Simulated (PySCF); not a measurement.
# One molecule, several mistakes: BCGeH5O

These are calculations, not measurements. They come from PySCF 2.14.0, an open-source quantum chemistry program, on an isolated molecule that a program drew, which may never have been made. The molecule is BCGeH5O (charge 0, singlet), drawn as the SMILES string `C=B[O][GeH3]`.

Each row is a Hartree-Fock (HF) and frozen-core CCSD(T) single point in the cc-pVDZ basis, meant for a local HF minimum. Run 1 is clean. Each other run has one planted mistake out of seven kinds, and not every kind appears here: one electron removed, one electron added, multiplicity raised by two, geometry at a saddle point, minimal basis STO-3G, one bond length entered in bohr, all coordinates scaled. The reference is restricted for singlets and unrestricted otherwise, and also for a bond in bohr. Adding or removing an electron swaps singlet and doublet. Electrons count all cores. HOMO and LUMO are orbital energies over both spins, the gradient is its largest component, and the lowest frequency (negative if imaginary) is given only where the gradient is small. Bond lengths are over the 8 bonds as drawn. T1 is the CCSD diagnostic: over 0.02 (restricted) or 0.045 (unrestricted) a single reference is doubtful. Germanium has the cc-pVDZ-PP basis, with a core potential (ECP10MDF) in place of its 10 inner electrons, and its 3s, 3p and 3d shells are frozen in CCSD(T).

Geometry of the clean run:
```xyz
9
BCGeH5O, angstrom
C     0.0619   -1.2391   -1.3928
B     0.0680   -0.8172   -0.0645
O     0.0735   -0.4397    1.1777
Ge    0.0556   -1.3895    2.7291
H    -0.8634   -1.3872   -1.9360
H     0.9824   -1.4069   -1.9385
H     1.2687   -0.8970    3.5021
H     0.1424   -2.8633    2.3583
H    -1.2564   -1.0232    3.4052
```

| run | electrons | basis functions | <S^2> | HOMO (eV) | LUMO (eV) | gradient (hartree/bohr) | lowest frequency (cm^-1) | mean bond (Å) | longest bond (Å) | T1 | HF (hartree) | CCSD(T) (hartree) | mistake |
|---|---|---|---|---|---|---|---|---|---|---|---|---|---|
| 1 | 56 | 90 | 0.000 | -7.85 | 2.72 | 3.6e-05 | 31 | 1.4051 | 1.819 | 0.0144 | -433.71452 | -434.26146 | no fault |
| 2 | 56 | 90 | 2.011 | -4.20 | 1.80 | 7.0e-02 | - | 1.4051 | 1.819 | 0.0153 | -433.59548 | -434.11419 | multiplicity raised by two |
| 3 | 56 | 90 | 0.865 | -7.88 | 0.54 | 8.1e-03 | - | 1.5744 | 2.876 | 0.0397 | -433.60900 | -434.14356 | ? |
| 4 | 55 | 90 | 0.757 | -17.44 | -5.21 | 1.4e-01 | - | 1.4051 | 1.819 | 0.0172 | -433.48033 | -433.98648 | ? |

**Which mistake was planted in run 3, and what did it cost?**

The mean bond changes by a factor of 1.120 and the longest by 1.581, so the molecule wasn't scaled as a whole. A length L in bohr read as angstrom grows by (1/0.5292 - 1) L = 0.890 L. The 8 bonds together grew by 8 x 0.1693 = 1.354 Å, which gives L = 1.522 Å. That is the length of one of the Ge-H bonds, 1.522 Å in the clean geometry. So the mistake is: one bond length entered in bohr. Subtracting run 1 and multiplying by 627.51 kcal/mol a hartree, the energy moved by 66.2 kcal/mol in HF and 74.0 kcal/mol in CCSD(T).

**Which mistake was planted in run 4, and what did it cost?**

It counts 55 electrons, one fewer than the clean run, at the same geometry and basis. So the mistake is: one electron removed. Subtracting run 1 and multiplying by 627.51 kcal/mol a hartree, the energy moved by 147.0 kcal/mol in HF and 172.6 kcal/mol in CCSD(T).

